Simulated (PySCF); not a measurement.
C2H5ClO2Si, SMILES C=C([SiH](O)O)Cl. The structure is a stationary point at PBE0-D3(BJ)/def2-SVP. The structure was generated by enumeration, and PubChem lists no compound with its InChIKey, so it may never have been made. Other conformers were not sampled.

Computed equilibrium geometry at PBE0-D3(BJ)/def2-SVP (PySCF confirms it by a frequency run) as Cartesian coordinates in Å (one conformer of several):
```xyz
11

C     -2.0436     0.0348     0.2375
C     -0.8128     0.2573    -0.2245
Cl    -0.4735     1.5947    -1.3036
Si     0.7035    -0.7592     0.1755
O      1.8278     0.0892     1.0519
O      0.1649    -1.9904     1.1377
H     -2.8974     0.6649    -0.0280
H     -2.2023    -0.8132     0.9094
H      1.3157    -1.2290    -1.0997
H      2.3758     0.7221     0.5797
H      0.8052    -2.3683     1.7475
```
Charge 0, spin multiplicity 1.
